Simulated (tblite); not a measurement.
Compound: C₃H₉NSSi.
Cartesian coordinates in Å at the GFN2-xTB level; atoms count from 1:
```
atom  x, y, z in Å
C1    -0.068   -0.608    1.450
C2    -0.257   -0.328   -0.010
C3    -1.621   -0.657   -0.549
S4    -2.803    0.651   -0.042
N5     0.583    0.168   -0.796
Si6    2.195    0.746   -0.743
H7    -0.912   -0.214    2.014
H8     0.856   -0.166    1.810
H9    -0.031   -1.686    1.605
H10   -1.616   -0.709   -1.637
H11   -2.018   -1.576   -0.122
H12   -2.162    1.648   -0.646
H13    2.915    0.711    0.539
H14    2.881   -0.105   -1.710
H15    2.054    2.132   -1.183
```

Computed values, GFN2-xTB/tblite, gas phase, harmonic and unscaled. This tight-binding method is rough: wavenumbers can miss measured ones by several per cent, in bad cases by 10 to 20. Modes of hydrogen on silicon and sulfur can be 10 to 20 % off. One conformer, not necessarily the lowest.

Harmonic wavenumbers (cm⁻¹): 44.7, 94.7, 118.5, 127.5, 164.5, 207.5, 231.7, 344.2, 450.9, 517.7, 576.2, 611.0, 703.2, 729.6, 755.2, 780.5, 815.0, 815.8, 901.7, 947.9, 993.3, 1037.8, 1132.1, 1196.7, 1204.9, 1373.8, 1419.0, 1458.7, 1461.1, 1766.3, 2184.0, 2274.6, 2284.8, 2444.7, 2999.4, 3003.7, 3008.1, 3022.3, 3063.1.

A = 4653, B = 1050, C = 957.5 MHz; mass 119.022 u (most abundant isotopes); point group C1, symmetry number 1.

Q: What is the zero-point energy?

A: Half the sum of the wavenumbers: 23633 cm⁻¹ = 67.57 kcal/mol.

Q: Give the ideal-gas entropy at 500 K and 1 bar in the rigid-rotor, harmonic-oscillator model (classical rotation).

A: Translation 42.83, rotation 30.16, vibration 43.89: S = 116.9 cal/(mol K).

Q: And Cp and H(500 K) − H(0)?

A: Cp = 48.06 cal/(mol K), of which vibrations give 40.11 (their classical limit is 39 R = 77.5); H(500 K) − H(0) = 14.94 kcal/mol without the zero-point energy, 10.96 from vibrations.

Q: Blend soft modes into free rotors: weight 1/[1 + (100 cm⁻¹/ν̃)⁴] for the oscillator and the rest for a rotor with moment μB/(μ + B), μ = h/(8π²ν), B = 10⁻⁴⁴ kg m². What vibrational entropy results?

A: 40.77 cal/(mol K) in place of 43.89, which changes −T·S at 500 K by +1.56 kcal/mol.

Q: Which modes carry the vibrational entropy at 500 K?

A: 44.7 cm⁻¹: 6.06; 94.7 cm⁻¹: 4.58; 118.5 cm⁻¹: 4.13; 127.5 cm⁻¹: 3.99; 164.5 cm⁻¹: 3.49; 207.5 cm⁻¹: 3.04 cal/(mol K); the other 33 give 18.59 together.

Q: What must be added to the electronic energy to get the Gibbs energy at 500 K and 1 bar?

A: ZPE + [H(500 K) − H(0)] − T·S = 67.57 + 14.94 − 58.44 = 24.07 kcal/mol.

Hindered rotation and anharmonicity are outside this model. Other conformers, if any are populated, would add a mixing term that is left out. The structure is chiral; the term R ln 2 for an equal mix with its mirror image is left out.
